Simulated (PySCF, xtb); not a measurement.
ZrIH3, SMILES [ZrH3][I], multiplicity 1.

Harmonic wavenumbers (cm⁻¹) from GFN2-xTB in xtb at its own minimum, in rising order: 214, 426, 426, 534, 600, 600, 1268, 1268, 1315.

Question: What does PySCF with B3LYP-D3(BJ)/def2-TZVP give at its own minimum? (The exact figures need the calculation; the answer reports its results.)

Answer: 221, 315, 315, 551, 604, 604, 1693, 1693, 1735. Paired by order, the mean absolute difference is 169 cm⁻¹ and the zero-point energies are 9.5 and 11.1 kcal/mol.
